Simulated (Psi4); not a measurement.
Complex: HF (SMILES F) (first 2 atoms) with SO2 (SMILES O=S=O); geometry from B3LYP-D3(BJ)/def2-TZVP, rigid monomers moved along the line of their centres of mass till H2···O3 is 2.58 Å.
(charge 0, multiplicity 1):
```xyz
5

F      0.35084     0.50697    -0.65679
H      0.08404     0.72411     0.21057
O     -0.46732     0.50619     2.71970
S     -0.32567    -0.72691     3.46204
O     -0.66642    -0.71145     4.85478
```

Calculation: SAPT0/jun-cc-pV(D+d)Z (Psi4).

Task: Give the four SAPT terms and the total, and say what mostly holds the pair together.

Result: electrostatics -11.6, exchange 1.8, induction -1.7, dispersion -1.4, total -12.9 kJ/mol; the largest attraction is electrostatics.
